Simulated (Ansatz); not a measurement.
Geometry optimisation, Ansatz 0.2.0, UKS PBE/def2-SVP.

Input file:

```yaml
crystal:
  periodic: [false, false, false]
  atoms:
    - { symbol: Ta, position_ang: [-0.562597, 0.0, 0.0] }
    - { symbol: F, position_ang: [2.565947, 1.0e-06, -1.0e-06] }
    - { symbol: Cl, position_ang: [0.324764, 0.0, 2.125549] }
    - { symbol: Cl, position_ang: [0.324764, 0.0, -2.125549] }
    - { symbol: Cl, position_ang: [-1.604348, 2.053213, 0.0] }
    - { symbol: Cl, position_ang: [-1.604348, -2.053213, 0.0] }
    - { symbol: F, position_ang: [3.885818, -1.0e-06, 1.0e-06] }
magnetization:
  spin_polarized: true
  initial_magnetization: 1
basis:
  gaussian: { orbitals: def2-SVP }
hamiltonian:
  xc: pbe
relax:
  f_tol: 0.03
  max_steps: 50
```

Command:

```bash
$ ansatz run input.yaml --threads 4 --pin off --max-ram 5120MiB --backend cpu --events-out ev --progress --plain --runs-dir out
```

**Question.** Where does it end, and by what steps?

**Answer.** The run converged. After 33 steps the energy has fallen by 6.461 eV; F7 moved furthest, 1.99 Å. Joined: Ta1–F2 (3.13 → 1.90 Å), Ta1–F7 (4.45 → 1.87 Å).

| step | energy less start (eV) | largest force component (eV/Å) | accepted |
| --- | --- | --- | --- |
| 0 | 0.0000 | 5.481 | yes |
| 2 | -0.8051 | 2.462 | yes |
| 4 | -3.0483 | 3.433 | yes |
| 6 | -3.6013 | 0.463 | yes |
| 8 | -3.6604 | 0.060 | yes |
| 10 | -3.6953 | 0.074 | yes |
| 12 | -3.7482 | 0.255 | yes |
| 14 | -3.8355 | 0.290 | yes |
| 16 | -4.0024 | 0.579 | yes |
| 18 | -4.6274 | 2.483 | yes |
| 20 | -6.0038 | 2.330 | yes |
| 22 | -6.2560 | 0.368 | yes |
| 24 | -6.3529 | 0.906 | yes |
| 26 | -6.4396 | 0.460 | yes |
| 28 | -6.4218 | 0.616 | no |
| 30 | -6.4601 | 0.039 | yes |
| 32 | -6.4606 | 0.081 | yes |
| 33 | -6.4610 | 0.018 | yes |

```xyz
7
Properties=species:S:1:pos:R:3
Ta 0.670 0.116 0.193
F 1.700 -1.475 0.231
Cl 0.297 0.030 2.460
Cl 0.368 -0.432 -2.275
Cl -0.653 2.016 -0.137
Cl -1.288 -1.357 -0.378
F 2.236 1.101 -0.093
```

Whether the end is a true minimum wasn't checked by a vibrational analysis.

The run took 3.2 min on 4 threads of Arm Neoverse V1, with other jobs on the host, peak memory 0.39 GiB.
